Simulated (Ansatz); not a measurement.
System: sum formula LiNH3F (charge 0, singlet). SMILES: [Li](<-[NH3])[F]
Geometry: optimised at B3LYP-D3(BJ)/def2-TZVP (Ansatz, a quantum-chemistry and plane-wave program).

Atomisation energy built up term by term with Ansatz (kcal/mol; UHF references for open shells; valence terms freeze the core; atomic spin-orbit terms are left out; no core correlation term is included; no scalar relativity (X2C) term is included). Basis-set limits of correlation are two-point, X^-3; Hartree-Fock from the larger set.

```json
[
 {"term": "Hartree-Fock", "basis": "def2-QZVPP", "kcal/mol": "[?]"},
 {"term": "CCSD correlation", "basis": "CBS(def2-TZVPP,def2-QZVPP)", "kcal/mol": "[?]"},
 {"term": "(T)", "basis": "CBS(def2-TZVPP,def2-QZVPP)", "kcal/mol": "7.22"},
 {"term": "sum: De", "basis": "", "kcal/mol": "[?]"}
]
```

Problem. Some entries are withheld; supply them.

Solution. 
- Hartree-Fock, kcal/mol: 310.63
- CCSD correlation, kcal/mol: 137.43
- sum: De, kcal/mol: 455.3
